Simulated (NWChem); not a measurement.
System meant: CdH$_{2}$O$_{2}$; SMILES [OH][Cd][OH]

Here is an NWChem input.

```
start job
memory heap 200 mb stack 900 mb global 1100 mb
geometry units angstroms noautoz
  Cd     0.000005     0.000001     0.051236
  O     -1.952210    -0.141330    -0.036871
  H     -2.369800     0.398043     0.644122
  O      1.952207     0.141331    -0.036874
  H      2.369798    -0.398045     0.644124
end
basis spherical
  * library def2-svp
end
dft
  xc b3lyp
  iterations 150
  mulliken
end
task dft energy
```

End of the output:

```
             Northwest Computational Chemistry Package (NWChem) 7.3.0
             --------------------------------------------------------

 C2  symmetry detected

                             Geometry "geometry" -> ""
                             -------------------------

 Output coordinates in angstroms (scale by  1.889725989 to convert to a.u.)

  No.       Tag          Charge          X              Y              Z
 ---- ---------------- ---------- -------------- -------------- --------------
    1 Cd                  48.0000     0.00000000     0.00000000     0.00339336
    2 O                    8.0000    -1.95692193    -0.03935594    -0.08471514
    3 H                    1.0000    -2.34582310     0.52105691     0.59628036
    4 O                    8.0000     1.95692193     0.03935594    -0.08471514
    5 H                    1.0000     2.34582310    -0.52105691     0.59628036

 Effective nuclear repulsion energy (a.u.)     247.4279124208

      Symmetry information
      --------------------

 Group name             C2
 Group number              4
 Group order               2
 No. of unique centers     3

                                 NWChem DFT Module
                                 -----------------

 Summary of "ao basis" -> "ao basis" (spherical)
 ------------------------------------------------------------------------------
       Tag                 Description            Shells   Functions and Types
 ---------------- ------------------------------  ------  ---------------------
 Cd                         def2-svp                11       31   5s3p2d1f
 O                          def2-svp                 6       14   3s2p1d
 H                          def2-svp                 3        5   2s1p

      Symmetry analysis of basis
      --------------------------

        a          36
        b          33

            General Information
            -------------------
          SCF calculation type: DFT
          Wavefunction type:  closed shell.
          No. of atoms     :     5
          No. of electrons :    66
           Alpha electrons :    33
            Beta electrons :    33
          Charge           :     0
          Spin multiplicity:     1
          Use of symmetry is: on ; symmetry adaption is: on
          Maximum number of iterations: 150
          AO basis - number of functions:    69
                     number of shells:    29
          Convergence on energy requested:  1.00D-06
          Convergence on density requested:  1.00D-05
          Convergence on gradient requested:  5.00D-04

              XC Information
              --------------
                         B3LYP Method XC Potential
                     Hartree-Fock (Exact) Exchange  0.200
                        Slater Exchange Functional  0.800 local
                    Becke 1988 Exchange Functional  0.720 non-local
              Lee-Yang-Parr Correlation Functional  0.810
                  VWN I RPA Correlation Functional  0.190 local

             Grid Information
             ----------------
          Grid used for XC integration:  medium
          Radial quadrature: Mura-Knowles
          Angular quadrature: Lebedev.
          Tag              B.-S. Rad. Rad. Pts. Rad. Cut. Ang. Pts.
          ---              ---------- --------- --------- ---------
          Cd                  1.55      123           9.0       590
          O                   0.60       49          11.0       434
          H                   0.35       45          12.0       434
          Grid pruning is: on
          Number of quadrature shells:   217
          Spatial weights used:  Erf1

      Superposition of Atomic Density Guess
      -------------------------------------

 Sum of atomic energies:       -1358.60068004

      Non-variational initial energy
      ------------------------------

 Total energy =   -1362.626792
 1-e energy   =   -2371.266219
 2-e energy   =     761.211515
 HOMO         =      -1.276213
 LUMO         =      -1.144272

      Symmetry analysis of molecular orbitals - initial
      -------------------------------------------------

  Numbering of irreducible representations:

     1 a           2 b

  Orbital symmetries:

     1 a           2 a           3 b           4 a           5 b
     6 a           7 b           8 a           9 b          10 a
    11 b          12 a          13 b          14 a          15 b
    16 a          17 b          18 b          19 a          20 a
    21 b          22 a          23 b          24 a          25 a
    26 b          27 a          28 b          29 b          30 a
    31 a          32 b          33 a          34 b          35 a
    36 b          37 a          38 a          39 b          40 a
    41 b          42 a          43 b

     ---------------------------------------------
      Total Density - Mulliken Population Analysis
     ---------------------------------------------

    Atom       Charge   Shell Charges
 -----------   ------   -------------------------------------------------------
    1 Cd  48    55.68   2.00  2.01  2.04  2.74 -0.56  6.02  6.91 -0.41 10.04 10.88 14.00
    2 O    8     4.83   1.99  0.93  0.78  1.18 -0.05 -0.00
    3 H    1     0.34   0.30  0.01  0.02
    4 O    8     4.83   1.99  0.93  0.78  1.18 -0.05 -0.00
    5 H    1     0.34   0.30  0.01  0.02

[...]
```

Find the fault in this run and fix the input.

The run ends normally but its numbers are meaningless: the def2 basis of a heavy element holds valence functions alone and wants its effective core potential (without it all electrons must fit into that basis). This input runs:
```
start job
memory heap 200 mb stack 900 mb global 1100 mb
geometry units angstroms noautoz
  Cd     0.000005     0.000001     0.051236
  O     -1.952210    -0.141330    -0.036871
  H     -2.369800     0.398043     0.644122
  O      1.952207     0.141331    -0.036874
  H      2.369798    -0.398045     0.644124
end
basis spherical
  Cd library def2-svp
  O library def2-svp
  H library def2-svp
end
ecp
  Cd library def2-ecp
end
dft
  xc b3lyp
  iterations 150
  mulliken
end
task dft energy
```
It converges to -319.30617 Ha (B3LYP/def2-SVP with def2 effective core potentials on Cd). The faulty run gave -1466.387 Ha, with all electrons squeezed into the valence basis.
